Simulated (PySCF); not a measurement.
## Basis and Hamiltonian dependence of the ionisation energy of C²⁺

C²⁺ [He] 2s2 (1S) → C³⁺ [He] 2s1 (2S). All values are computed (PySCF 2.14, energy differences of UHF-based or UKS calculations, no spin-orbit coupling). Values in eV.

| basis | Hamiltonian | functions | UHF | r2SCAN | PBE0 | MP2 (valence) | CCSD(T) (valence) | CCSD(T) (valence and next inner shell) |
| --- | --- | --- | --- | --- | --- | --- | --- | --- |
| aug-cc-pVDZ-DK | spin-free X2C | 23 | 45.845 | 46.671 | 47.109 | 46.922 | 47.802 | n/a |
| pcseg-2 | non-relativistic | 30 | 45.837 | 46.678 | 47.104 | 46.969 | 47.779 | n/a |
| cc-pVTZ | non-relativistic | 30 | 45.786 | 46.621 | 47.041 | 46.956 | 47.770 | n/a |
| x2c-TZVPPall | spin-free X2C | 31 | 45.795 | 46.630 | 47.056 | 46.952 | 47.771 | 47.766 |
| def2-TZVPPD | non-relativistic | 37 | 45.776 | 46.613 | 47.036 | 46.934 | 47.755 | 47.749 |
| dyall-av2z | non-relativistic | 42 | 45.779 | 46.624 | 47.039 | 46.947 | 47.800 | n/a |
| x2c-QZVPPall | spin-free X2C | 57 | 45.798 | 46.640 | 47.061 | 47.022 | 47.814 | 47.817 |
| aug-cc-pwCVTZ | non-relativistic | 59 | 45.780 | 46.626 | 47.040 | 46.997 | 47.797 | 47.836 |
| dyall-av3z | spin-free X2C | 71 | 45.797 | 46.635 | 47.061 | 47.026 | 47.828 | n/a |
| x2c-QZVPPall with one added diffuse shell each of s, p, d, f type | spin-free X2C | 73 | 45.797 | 46.640 | 47.061 | 47.023 | 47.814 | 47.818 |
| aug-cc-pCVTZ-DK with one added diffuse shell each of s, p, d, f type | spin-free X2C | 75 | 45.800 | 46.646 | 47.062 | 47.003 | 47.804 | 47.838 |
| aug-cc-pVQZ | non-relativistic | 80 | 45.779 | 46.614 | 47.037 | 47.022 | 47.810 | n/a |
| aug-cc-pV5Z | non-relativistic | 127 | 45.778 | 46.615 | 47.042 | 47.042 | n/a | n/a |

Q: Estimate the row for dyall-acv3z (spin-free X2C, 76 functions).

A: From the rows with the same Hamiltonian and similar size; the calculation gives UHF 45.80; r2SCAN 46.63; PBE0 47.06; MP2 (valence) 47.03; CCSD(T) (valence) 47.83; CCSD(T) (valence and next inner shell) 47.87 (eV).

Extrapolation of MP2 (valence) from aug-cc-pVQZ and aug-cc-pV5Z: the correlation parts are 1.243 and 1.264 eV; with the X⁻³ form and unrounded values, (5³ × 1.264 − 4³ × 1.243)/(5³ − 4³) = 1.286 eV, and adding the Hartree-Fock value 45.778 eV of the larger basis gives 47.064 eV.

Frozen in the all-electron rows: valence: 1s2; valence and next inner shell: nothing.

Reference for a calculation without spin-orbit coupling: 47.888 eV (measured, between term centres; NIST).
